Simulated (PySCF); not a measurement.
Input for PySCF: R-HF/STO-3G on Br2, a point of a bond scan (R = 6.252 Å).

```python
from pyscf import gto, scf, dft, mp
from pyscf.data.elements import chemcore

mol = gto.M(
    atom='''
    Br   -0.00000000   -0.00000000   -1.15786913
    Br    0.00000000    0.00000000    5.09462417
    ''',
    basis='sto-3g',
    charge=0, spin=0, verbose=3, max_memory=1800)
mf = scf.RHF(mol)
mf.conv_tol = 1e-8
mf.max_cycle = 100
mf.kernel()
if not mf.converged:
    mf = mf.newton().run(mf.mo_coeff, mf.mo_occ)
```

It printed:

```
converged SCF energy = -5089.05953520114
```

Self-consistency was reached.

Cost: around 0.14 core-seconds (rough).
